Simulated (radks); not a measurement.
Results of a calculation; reference values are marked as such.
The nitrogen anion N3-, [Ne], held by a Watson sphere: a shell of charge +3 at radius R that stands for the Madelung well of a crystal (potential energy -3/R inside, -3/r outside, in hartree with lengths in bohr). Code: a radial shooting solver on a logarithmic mesh with Libxc functionals. Model: scalar-relativistic Kohn-Sham, PBEsol, spin-polarised, spherical densities, point nucleus. Response by self-consistent Sternheimer equations with the Hartree and adiabatic LDA kernel, the relativistic mass of each level held fixed and spin-orbit coupling left out. The sphere does not respond.

R (bohr),e(1s) (eV),e(2s) (eV),e(2p) (eV),<r> 2p (bohr),sum of <r^2> (bohr^2),X-ray form factor at sin(theta)/lambda = 0.2 1/angstrom,alpha (bohr^3)
1.58,-375.12,-20.738,-9.069,1.571,23.56,5.667,12.49
1.77,-375.66,-19.621,-8.315,1.654,25.98,5.439,15.65
2.23,-376.61,-17.359,-6.727,1.846,32.09,5.014,26.64
2.76,-377.07,-15.536,-5.318,2.061,39.75,4.713,48.04
2.85,-377.10,-15.298,-5.121,2.097,41.14,4.679,52.94
3.73,-377.17,-13.765,-3.687,2.449,56.37,4.511,128.4
3.93,-377.16,-13.562,-3.461,2.528,60.30,4.502,154.2
